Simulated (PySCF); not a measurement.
An unknown is described by computed data only.

Elements present: B, H, N, P and Si. Monoisotopic mass: 151.0030 u.

| Quantity | Value |
| --- | --- |
| XPS | Si2p3/2 106.6, Si2p3/2 107.3 (×2), P2p3/2 135.5, B1s 195.5, N1s 404.2, Si1s 1846.4, Si1s 1847.1 (×2), P1s 2149.0 eV [ΔSCF SCAN, pcX-2 on the ionised atom, pcseg-1 elsewhere, spin-free X2C, 2p3/2 from a spin–orbit splitting computed afterwards within the 2p shell] |
| Dipole | 1.13 D [CAM-B3LYP/def2-SVPD] |
| UV, strongest line | among the 10 lowest singlet transitions: S3 at 6.28 eV (198 nm, f = 0.163) [TDDFT CAM-B3LYP/def2-SVPD] |
| 1H NMR | chemical shifts (computed TMS as zero) by class: 6.55 (1 H), 4.68 (6 H), 4.03 (3 H), 1.73 (1 H) ppm [GIAO B3LYP/pcSseg-1] |
| NMR, other nuclei | isotropic shieldings of nuclei other than C and H, by class: 39 (1 B), 150 (1 N), 382 (2 Si), 421 (1 Si), 538 (1 P) ppm [GIAO B3LYP/pcSseg-1] |
| UV, first state | lowest singlet excitation: 5.15 eV (241 nm, f = 0.043) [TDDFT CAM-B3LYP/def2-SVPD] |
| Polarisability | 131.3 au [CAM-B3LYP/def2-SVPD] |
| Valence photoelectron | vertical ionisation energy: 8.90 eV [ΔSCF CAM-B3LYP/def2-SVPD] |
| Rotational structure | rotational constants A, B, C: 2.298, 0.778, 0.694 GHz [PBE0-D3(BJ)/def2-SVP] |
| Triplet | lowest triplet excitation (Tamm–Dancoff): 4.53 eV [TDA CAM-B3LYP/def2-SVPD] |

The electronic properties come from PySCF, for the isolated species, density fitting. Levels stand in brackets. One conformer (not necessarily the lowest) at the PBE0-D3(BJ)/def2-SVP geometry, without solvent, vibrations or thermal averaging. NMR values are class means; diastereotopic atoms form classes of their own.

Question: Which formula fits the mass and the elements?

Answer: BH11NPSi3 (calculated 151.0030). No other formula that holds each of these elements comes within 0.0003 u with a fitting electron parity and a possible valence count.

Question: What is the compound? Reason from the data.

Answer: Numbering: `[SiH3:1][PH:2][BH:3][N:4]([SiH3:5])[SiH3:6]`. Hydrogen classes from least to most shielded: 1 H on a three-coordinate boron, B3 (6.55 ppm), 6 H on 2 SiH3 silicons, Si5/Si6 (4.68 ppm), 3 H on an SiH3 silicon, Si1 (4.03 ppm), 1 H on a three-coordinate phosphorus, P2 (1.73 ppm). The other shieldings belong to: 39 ppm, three-coordinate boron [B3]; 150 ppm, nitrogen bridging silicon atoms [N4]; 382 ppm, SiH3 silicon [Si5/Si6]; 421 ppm, SiH3 silicon [Si1]; 538 ppm, three-coordinate phosphorus [P2]. The core levels belong to: Si2p3/2 106.6 eV, SiH3 silicon [Si1]; Si2p3/2 107.3 eV, SiH3 silicon [Si5/Si6]; P2p3/2 135.5 eV, three-coordinate phosphorus [P2]; B1s 195.5 eV, three-coordinate boron [B3]; N1s 404.2 eV, nitrogen bridging silicon atoms [N4]; Si1s 1846.4 eV, SiH3 silicon [Si1]; Si1s 1847.1 eV, SiH3 silicon [Si5/Si6]; P1s 2149.0 eV, three-coordinate phosphorus [P2]. One atom of each topological class was ionised and stands for its class. The hole state at 195.5 eV has ⟨S²⟩ = 0.84 against 0.75, so that value is less sure. The first electron is taken from the HOMO, whose largest Löwdin shares are 0.56 on the three-coordinate phosphorus, 0.12 on the three-coordinate boron, 0.08 on an SiH3 silicon and 0.07 on the nitrogen bridging silicon atoms. The optimised geometry has point group C1 and is an asymmetric top. Structure: `[SiH3]PBN([SiH3])[SiH3]`. The assignments are read from this structure; whether some other isomer fits the data as well wasn't checked.

Conformer computed: `[SiH3:1][PH:2][BH:3][N:4]([SiH3:5])[SiH3:6]`: Si1–P2–B3–N4 70°, P2–B3–N4–Si5 1°.
